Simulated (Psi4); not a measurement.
Job for Psi4: SAPT0/jun-cc-pV(D+d)Z on C3H4O (a complex).

```
memory 2025 MB

molecule dimer {
0 1
C    -0.03225507    0.66755394    0.03665717
C    -0.07813684   -0.65584861    0.00335172
H     0.58370793    1.23466737   -0.65075066
H    -0.61179920    1.23759175    0.75271224
H    -0.69655315   -1.21954141    0.69125083
H     0.49840603   -1.22846040   -0.71310154
--
0 1
C    -0.36055120   -0.07349378    3.51678126
O     0.64470623   -0.00049870    4.01605798
units angstrom
symmetry c1
no_reorient
no_com
}

set {
  basis jun-cc-pV(D+d)Z
  scf_type df
  freeze_core true
}

energy('sapt0')
```

It printed:

```
[...]
==> Input File <==

--------------------------------------------------------------------------
memory 2025 MB

molecule dimer {
0 1
C    -0.03225507    0.66755394    0.03665717
C    -0.07813684   -0.65584861    0.00335172
H     0.58370793    1.23466737   -0.65075066
H    -0.61179920    1.23759175    0.75271224
H    -0.69655315   -1.21954141    0.69125083
H     0.49840603   -1.22846040   -0.71310154
--
0 1
C    -0.36055120   -0.07349378    3.51678126
O     0.64470623   -0.00049870    4.01605798
units angstrom
symmetry c1
no_reorient
no_com
}

set {
  basis jun-cc-pV(D+d)Z
  scf_type df
  freeze_core true
}

energy('sapt0')
--------------------------------------------------------------------------


   => Loading Basis Set <=

    Name: JUN-CC-PV(D+D)Z
    Role: ORBITAL
    Keyword: BASIS
    atoms 1-2, 7 entry C          line   188 file jun-cc-pv_dpd_z.gbs
    atoms 3-6    entry H          line    60 file jun-cc-pv_dpd_z.gbs
    atoms 8      entry O          line   256 file jun-cc-pv_dpd_z.gbs

   => Loading Basis Set <=

    Name: JUN-CC-PV(D+D)Z
    Role: ORBITAL
    Keyword: BASIS
    atoms 1-2, 7 entry C          line   188 file jun-cc-pv_dpd_z.gbs
    atoms 3-6    entry H          line    60 file jun-cc-pv_dpd_z.gbs
    atoms 8      entry O          line   256 file jun-cc-pv_dpd_z.gbs


  //>>>>>>>>>>>>>>>>>>>>>>>>>>>>>>>>>>>//
  //              Dimer HF             //
  //<<<<<<<<<<<<<<<<<<<<<<<<<<<<<<<<<<<//

   => Libint2 <=

    Primary   basis highest AM E, G, H:  7, 6, 3
    Auxiliary basis highest AM E, G, H:  7, 7, 4
    Onebody   basis highest AM E, G, H:  -, -, -
    Solid Harmonics ordering:            Gaussian


   => Loading Basis Set <=

    Name: JUN-CC-PV(D+D)Z
    Role: ORBITAL
    Keyword: BASIS
    atoms 1-2, 7 entry C          line   188 file jun-cc-pv_dpd_z.gbs
    atoms 3-6    entry H          line    60 file jun-cc-pv_dpd_z.gbs
    atoms 8      entry O          line   256 file jun-cc-pv_dpd_z.gbs


         ---------------------------------------------------------
                                   SCF
               by Justin Turney, Rob Parrish, Andy Simmonett
                          and Daniel G. A. Smith
                              RHF Reference
                        1 Threads,   1931 MiB Core
         ---------------------------------------------------------

  ==> Geometry <==

    Molecular point group: c1
    Full point group: C1

    Geometry (in Angstrom), charge = 0, multiplicity = 1:

       Center              X                  Y                   Z               Mass
    ------------   -----------------  -----------------  -----------------  -----------------
         C           -0.032255070000     0.667553940000     0.036657170000    12.000000000000
         C           -0.078136840000    -0.655848610000     0.003351720000    12.000000000000
         H            0.583707930000     1.234667370000    -0.650750660000     1.007825032230
         H           -0.611799200000     1.237591750000     0.752712240000     1.007825032230
         H           -0.696553150000    -1.219541410000     0.691250830000     1.007825032230
         H            0.498406030000    -1.228460400000    -0.713101540000     1.007825032230
         C           -0.360551200000    -0.073493780000     3.516781260000    12.000000000000
         O            0.644706230000    -0.000498700000     4.016057980000    15.994914619570

  Running in c1 symmetry.

  Rotational constants: A =      0.67671  B =      0.04032  C =      0.03951 [cm^-1]
  Rotational constants: A =  20287.38455  B =   1208.91158  C =   1184.39777 [MHz]
  Nuclear repulsion =   86.581779982514234

  Charge       = 0
  Multiplicity = 1
  Electrons    = 30
  Nalpha       = 15
  Nbeta        = 15

  ==> Algorithm <==

  SCF Algorithm Type is DF.
  DIIS enabled.
  MOM disabled.
  Fractional occupation disabled.
  Guess Type is SAD.
  Energy threshold   = 1.00e-08
  Density threshold  = 1.00e-08
  Integral threshold = 1.00e-12

  ==> Primary Basis <==

  Basis Set: JUN-CC-PV(D+D)Z
    Blend: JUN-CC-PV(D+D)Z
    Number of shells: 44
    Number of basis functions: 92
    Number of Cartesian functions: 96
    Spherical Harmonics?: true
    Max angular momentum: 2

   => Loading Basis Set <=

    Name: (JUN-CC-PV(D+D)Z AUX)
    Role: JKFIT
    Keyword: DF_BASIS_SCF
    atoms 1-2, 7 entry C          line   146 file jun-cc-pvdz-jkfit.gbs
    atoms 3-6    entry H          line    70 file jun-cc-pvdz-jkfit.gbs
    atoms 8      entry O          line   258 file jun-cc-pvdz-jkfit.gbs

  ==> Integral Setup <==

  DFHelper Memory: AOs need 0.028 GiB; user supplied 1.414 GiB.
  SCF_SUBTYPE=INCORE selected. In-core MEM_DF algorithm will be used.
  Using in-core AOs.

  ==> MemDFJK: Density-Fitted J/K Matrices <==

    J tasked:                   Yes
    K tasked:                   Yes
    wK tasked:                   No
    OpenMP threads:               1
    Algorithm:                 Core
    Schwarz Cutoff:           1E-12
    Mask spar
[...]
    88A      5.173456
      89A      5.235678    90A      5.589763    91A     18.128606
      92A     18.633125

    Final Occupation by Irrep:
              A
    DOCC [     7 ]
    NA   [     7 ]
    NB   [     7 ]

  @DF-RHF Final Energy:  -112.75312511513785

   => Energetics <=

    Nuclear Repulsion Energy =             22.5824833731062355
    One-Electron Energy =                -198.1990523964173292
    Two-Electron Energy =                  62.8634439081732381
    Total Energy =                       -112.7531251151378484

Computation Completed


Properties will be evaluated at   0.000000,   0.000000,   0.000000 [a0]

Properties computed using the SCF density matrix


 Multipole Moments:

 ------------------------------------------------------------------------------------
     Multipole            Electronic (a.u.)      Nuclear  (a.u.)        Total (a.u.)
 ------------------------------------------------------------------------------------

 L = 1.  Multiply by 2.5417464519 to convert [e a0] to [Debye]
 Dipole X            :         -5.7513000            5.6584875           -0.0928124
 Dipole Y            :          0.8339932           -0.8408379           -0.0068447
 Dipole Z            :       -100.6348897          100.5885180           -0.0463717
 Magnitude           :                                                    0.1039776

 ------------------------------------------------------------------------------------

  Constructing Basis Sets for SAPT...

   => Loading Basis Set <=

    Name: (JUN-CC-PV(D+D)Z AUX)
    Role: RIFIT
    Keyword: DF_BASIS_SAPT
    atoms 1-2, 7 entry C          line   100 file jun-cc-pvdz-ri.gbs
    atoms 3-6    entry H          line    30 file jun-cc-pvdz-ri.gbs
    atoms 8      entry O          line   188 file jun-cc-pvdz-ri.gbs

   => Loading Basis Set <=

    Name: (JUN-CC-PV(D+D)Z AUX)
    Role: JKFIT
    Keyword: DF_BASIS_ELST
    atoms 1-2, 7 entry C          line   146 file jun-cc-pvdz-jkfit.gbs
    atoms 3-6    entry H          line    70 file jun-cc-pvdz-jkfit.gbs
    atoms 8      entry O          line   258 file jun-cc-pvdz-jkfit.gbs


  //>>>>>>>>>>>>>>>>>>>>>>>>>>>>>>>>>>>//
  //               SAPT0               //
  //<<<<<<<<<<<<<<<<<<<<<<<<<<<<<<<<<<<//



        SAPT0
    Ed Hohenstein
     6 June 2009

      Orbital Information
  --------------------------
    NSO        =        92
    NMO        =        92
    NRI        =       316
    NRI (Elst) =       408
    NOCC A     =         8
    NOCC B     =         7
    FOCC A     =         2
    FOCC B     =         2
    NVIR A     =        84
    NVIR B     =        85

    Elst10,r            =    -0.001158062855 [Eh]
    Exch10              =     0.002380907782 [Eh]
    Exch10 (S^2)        =     0.002375130878 [Eh]

    Maxiter = 50
    CPHF R converge = 1.000000E-08

    Iter     Energy [mEh]          dE [mEh]         Residual      Time [s]
       1      -0.42262867       0.422628670     2.627019e-03             0
       2      -0.52852957       0.105900901     4.669676e-04             0
       3      -0.52670976      -0.001819809     1.499715e-04             0
       4      -0.52589746      -0.000812303     3.618448e-05             0
       5      -0.52601836       0.000120905     1.130236e-05             0
       6      -0.52607387       0.000055507     2.338068e-06             0
       7      -0.52606994      -0.000003926     8.625306e-07             0
       8      -0.52606590      -0.000004045     1.910248e-07             0
       9      -0.52606685       0.000000952     4.665298e-08             0
      10      -0.52606671      -0.000000142     9.253669e-09             0

    CHF Iterations converged

    Maxiter = 50
    CPHF R converge = 1.000000E-08

    Iter     Energy [mEh]          dE [mEh]         Residual      Time [s]
       1      -0.14801532       0.148015318     1.744279e-03             0
       2      -0.17651753       0.028502212     8.129257e-04             0
       3      -0.18066605       0.004148521     1.414864e-04             0
       4      -0.18007230      -0.000593749     4.768035e-05             0
       5      -0.18001052      -0.000061785     2.024026e-05             0
       6      -0.18008882       0.000078305     4.586863e-06             1
       7      -0.18007360      -0.000015222     9.672719e-07             1
       8      -0.18007335      -0.000000246     3.950358e-07             1
       9      -0.18007413       0.000000781     8.298416e-08             1
      10      -0.18007394      -0.000000189     9.378420e-09             1

    CHF Iterations converged

    Ind20,r (A<-B)      =    -0.000526066709 [Eh]
    Ind20,r (B<-A)      =    -0.000180073945 [Eh]
    Ind20,r             =    -0.000706140653 [Eh]
    Exch-Ind20,r (A<-B) =     0.000478740592 [Eh]
    Exch-Ind20,r (B<-A) =     0.000155973056 [Eh]
    Exch-Ind20,r        =     0.000634713648 [Eh]
    Disp20              =    -0.001647319148 [Eh]
    Disp20 (SS)         =    -0.000823659574 [Eh]
    Disp20 (OS)         =    -0.000823659574 [Eh]
    Exch-Disp20         =     0.000163096881 [Eh]
    Exch-Disp20 (SS)    =     0.000091671588 [Eh]
    Exch-Disp20 (OS)    =     0.000071425293 [Eh]

    SAPT Results
  --------------------------------------------------------------------------------------------------------
    Electrostatics                 -1.15806285 [mEh]      -0.72669541 [kcal/mol]      -3.04049361 [kJ/mol]
      Elst10,r                     -1.15806285 [mEh]      -0.72669541 [kcal/mol]      -3.04049361 [kJ/mol]

    Exchange                        2.38090778 [mEh]       1.49404219 [kcal/mol]       6.25107252 [kJ/mol]
      Exch10                        2.38090778 [mEh]       1.49404219 [kcal/mol]       6.25107252 [kJ/mol]
      Exch10(S^2)                   2.37513088 [mEh]       1.49041713 [kcal/mol]       6.23590526 [kJ/mol]

    Induction                      -0.27854656 [mEh]      -0.17479060 [kcal/mol]      -0.73132389 [kJ/mol]
      Ind20,r                      -0.70614065 [mEh]      -0.44310995 [kcal/mol]      -1.85397203 [kJ/mol]
      Exch-Ind20,r                  0.63471365 [mEh]       0.39828883 [kcal/mol]       1.66644045 [kJ/mol]
      delta HF,r (2)               -0.20711955 [mEh]      -0.12996948 [kcal/mol]      -0.54379231 [kJ/mol]

    Dispersion                     -1.48422227 [mEh]      -0.93136353 [kcal/mol]      -3.89682502 [kJ/mol]
      Disp20                       -1.64731915 [mEh]      -1.03370837 [kcal/mol]      -4.32503583 [kJ/mol]
      Exch-Disp20                   0.16309688 [mEh]       0.10234484 [kcal/mol]       0.42821080 [kJ/mol]
      Disp20 (SS)                  -0.82365957 [mEh]      -0.51685419 [kcal/mol]      -2.16251791 [kJ/mol]
      Disp20 (OS)                  -0.82365957 [mEh]      -0.51685419 [kcal/mol]      -2.16251791 [kJ/mol]
      Exch-Disp20 (SS)              0.09167159 [mEh]       0.05752479 [kcal/mol]       0.24068372 [kJ/mol]
      Exch-Disp20 (OS)              0.07142529 [mEh]       0.04482005 [kcal/mol]       0.18752708 [kJ/mol]

  Total HF                          0.94429837 [mEh]       0.59255617 [kcal/mol]       2.47925503 [kJ/mol]
  Total SAPT0                      -0.53992390 [mEh]      -0.33880736 [kcal/mol]      -1.41757000 [kJ/mol]

  Special recipe for scaled SAPT0 (see Manual):
    Electrostatics sSAPT0          -1.15806285 [mEh]      -0.72669541 [kcal/mol]      -3.04049361 [kJ/mol]
    Exchange sSAPT0                 2.38090778 [mEh]       1.49404219 [kcal/mol]       6.25107252 [kJ/mol]
    Induction sSAPT0               -0.27390394 [mEh]      -0.17187732 [kcal/mol]      -0.71913470 [kJ/mol]
    Dispersion sSAPT0              -1.48302929 [mEh]      -0.93061493 [kcal/mol]      -3.89369288 [kJ/mol]
  Total sSAPT0                     -0.53408831 [mEh]      -0.33514547 [kcal/mol]      -1.40224867 [kJ/mol]
  --------------------------------------------------------------------------------------------------------



*** Psi4 exiting successfully. Buy a developer a beer!
```

The run finished.

Cost: around 8 core-seconds (rough).
